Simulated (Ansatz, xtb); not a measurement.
## Relative energy of two isomers of B2Cl2F2H2

Structure a: `F[B@H-]1[Cl+][B@@H-](F)[Cl+]1`, a singlet. Structure b: `F[B-]1(F)[Cl+][BH2-][Cl+]1`, a singlet. Both are isolated molecules in the gas phase, relaxed with PBE0-D4/def2-SVP.

Q: Estimate E(b) − E(a) at the level CCSD(T)/def2-SVP + ΔMP2/def2-TZVPP.

A: Calculated at CCSD(T)/def2-SVP + ΔMP2/def2-TZVPP: E(b) − E(a) = −9.7 kJ/mol, so structure b lies lower.

The same difference at several levels:

```
                             level          geometry  E(b) − E(a) (kJ/mol)  departure from the last row (kJ/mol)  job, with rough time for the two
                          GFN2-xTB          GFN2-xTB                    +2.8                                 +12.5              optimisation, 0.15 s
                         HF/STO-3G          GFN2-xTB                    −9.6                                  +0.1              single point, 0.32 s
                r2SCAN-D4/def2-SVP          GFN2-xTB                    −8.2                                  +1.5               single point, 3.3 s
                  PBE0-D4/def2-SVP  PBE0-D4/def2-SVP                    −9.4                                  +0.2                optimisation, 26 s
                       HF/def2-SVP  PBE0-D4/def2-SVP                   −10.5                                  −0.8           part of the CCSD(T) run
                      MP2/def2-SVP  PBE0-D4/def2-SVP                   −12.3                                  −2.6           part of the CCSD(T) run
                  CCSD(T)/def2-SVP  PBE0-D4/def2-SVP                   −12.0                                  −2.3                      single point
CCSD(T)/def2-SVP + ΔMP2/def2-TZVPP  PBE0-D4/def2-SVP                    −9.7                                                      single point, 28 s
```

As drawn, both hold the same kinds of bond in the same numbers.

GFN2-xTB puts the two in the other order. The largest departure from CCSD(T)/def2-SVP + ΔMP2/def2-TZVPP is that of GFN2-xTB, 12.5 kJ/mol. The last row adds to CCSD(T) the change of the MP2 difference between the two basis sets, here +2.3 kJ/mol.

With harmonic frequencies from PBE0-D4/def2-SVP (ideal gas, rigid rotor, one conformer each, 298.15 K, 1 atm): on the last row, ΔE + ΔZPE = −10.4 kJ/mol. A mode under 50 cm⁻¹ makes harmonic enthalpies and free energies unreliable, so none is given.

The correlated steps freeze 14 core orbitals. Codes used: Ansatz 0.2.0, xtb 6.7.1; the last row on 2 threads of Arm Neoverse V2 on a shared host.
